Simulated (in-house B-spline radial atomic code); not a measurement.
## Functionals against successive ionisation energies: Te to Te⁶⁺

Ionisation energies as differences of self-consistent total energies from an all-electron radial atomic-structure program (B-spline basis): all electrons, radial basis limit, scalar-relativistic (one-electron X2C), spin-polarised at highest spin, spherical densities; exact exchange is averaged over the determinants of each configuration. No spin-orbit coupling, Breit or QED terms. NIST's values run from ground level to ground level, so in open shells the differences also hold multiplet and fine-structure energies that spherical high-spin averages miss. For p electrons of heavy elements the spin-orbit part alone reaches an electronvolt or more. Columns give computed minus NIST, in eV; a star marks a semi-empirical value. Species are left out where the tabulated value is theory, is uncertain by more than 0.12 eV, or (13 ions, such as In⁴⁺, Te⁴⁺ and Bi⁴⁺) lies off its series for all methods alike, which flatters the means a little.

```
species  shell      NIST (eV)  Hartree-Fock  HSE06  LC-wPBE  r2SCAN0   AM05
     Te     5p           9.01         -1.45  -0.28    -0.25    -0.52  -0.40
   Te²⁺     5p   27.84 ± 0.04         -0.88  -0.27    -0.15    -0.03  -0.27
   Te³⁺     5p          37.42         -1.37  -0.59    -0.47    -0.65  -0.63
   Te⁶⁺     4d  124.20 ± 0.06         -0.86  +0.24    +0.12    +0.74  +0.11
```

(1) How do the methods rank, and which species is hardest?

## Answers

(1) Mean absolute (signed) differences: LC-wPBE 0.25 (-0.19) eV; HSE06 0.34 (-0.22) eV; AM05 0.35 (-0.30) eV; r2SCAN0 0.49 (-0.12) eV; Hartree-Fock 1.14 (-1.14) eV. For Te³⁺, which loses a 5p electron, the nearest method is off by -0.47 eV, the largest such miss. Hartree-Fock comes too low mainly by the correlation energy of the removed electron.
